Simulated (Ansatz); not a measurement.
Relaxation of BFH3NO2Si (9 atoms, charge 0, multiplicity 1), to a largest force component of 0.015 eV/Å in at most 40 steps.

Method: Ansatz 0.2.0, RKS B3LYP-D4/def2-SVP.

```xyz
9
Properties=species:S:1:pos:R:3:forces:R:3
N 0.574 -2.069 -0.144 1.26 4.17 -1.83
B 0.719 -0.543 -0.414 -2.59 0.05 0.80
O 1.235 0.746 0.022 4.78 -3.50 1.55
Si -0.176 1.212 -0.506 -4.66 0.85 -1.52
O -1.161 1.731 0.831 0.52 -0.76 -1.51
F -0.054 2.320 -1.764 -0.31 -0.89 1.83
H 1.522 -2.441 -0.139 0.14 -0.74 0.28
H 0.100 -2.385 -1.020 0.31 -0.07 0.89
H -1.633 0.946 1.208 0.56 0.88 -0.49
```

Question: Where does it end, and by what steps?

Answer: The forces met the threshold. After 12 steps the energy has fallen by 1.892 eV; H9 moved furthest, 0.50 Å.

```tsv
step	energy less start (eV)	largest force component (eV/Å)	accepted
0	0.0000	4.775	yes
1	-1.1433	2.569	yes
2	-1.6773	1.763	yes
3	-1.8001	1.077	yes
4	-1.8643	0.548	yes
5	-1.8163	0.616	no
6	-1.8746	0.569	yes
7	-1.8828	0.322	yes
8	-1.8834	0.433	yes
9	-1.8912	0.099	yes
10	-1.8918	0.057	yes
11	-1.8921	0.015	yes
12	-1.8922	0.005	yes
```

```xyz
9
Properties=species:S:1:pos:R:3
N 0.792 -1.963 -0.520
B 0.475 -0.618 -0.401
O 1.150 0.434 0.204
Si -0.296 1.103 -0.446
O -1.276 1.905 0.606
F -0.016 2.211 -1.586
H 1.661 -2.338 -0.153
H 0.213 -2.632 -1.010
H -1.576 1.415 1.381
```

Whether the end is a true minimum wasn't checked by a vibrational analysis.

Run time: 40 s on 2 threads of Arm Neoverse V1, on a shared host, peak memory 0.22 GiB.
